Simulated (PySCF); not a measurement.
WO₂Cl, SMILES [O]=[W+](=[O])[Cl], charge +1, multiplicity 1.

The structure is a stationary point at PBE0-D3(BJ)/def2-SVP. The spin state was assumed, not searched. The isomer is the one that the SMILES or the coordinates give; other isomers of the formula were not compared. The def2 effective core potentials stand for the cores of W; spin–orbit coupling is left out.

These are PySCF with r2SCAN/def2-TZVPD values and carry that method's errors.

Symmetry labels are those of the subgroup Cs that the program uses (full group Cs).

Computed valence orbital energies around the gap with their symmetry:
```tsv
orbital	symmetry	energy (eV)
HOMO−7	A"	-17.40
HOMO−6	A'	-17.26
HOMO−5	A"	-17.21
HOMO−4	A'	-16.69
HOMO−3	A'	-16.03
HOMO−2	A'	-14.83
HOMO−1	A"	-14.74
HOMO	A"	-14.41
LUMO	A'	-11.43
LUMO+1	A'	-9.96
LUMO+2	A"	-9.46
LUMO+3	A'	-8.08
```
